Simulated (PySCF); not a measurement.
A run for PySCF: R-B3LYP/3-21G on H4OSi2 (SMILES O[Si][SiH3]), a point of a torsion scan.

```python
from pyscf import gto, scf, dft, mp
from pyscf.data.elements import chemcore

mol = gto.M(
    atom='''
    O     1.95839686    0.07313925    0.14226416
    Si    1.59737972   -1.49156469   -0.20912476
    Si    0.50960059   -1.60009493   -2.22006058
    H     1.50110520    0.76570817    0.60273593
    H    -0.02070083   -0.60112418   -3.16940859
    H    -0.66130601   -2.46578050   -1.96060378
    H     1.40073887   -2.42686966   -3.06071682
    ''',
    basis='3-21g',
    charge=0, spin=0, verbose=3, max_memory=1800)
mf = dft.RKS(mol, xc='b3lyp')
mf.conv_tol = 1e-8
mf.max_cycle = 100
mf.kernel()
if not mf.converged:
    mf = mf.newton().run(mf.mo_coeff, mf.mo_occ)
```

It printed:

```
converged SCF energy = -653.10006758032
```

Self-consistency was reached.

Cost: around 3 core-seconds (rough).
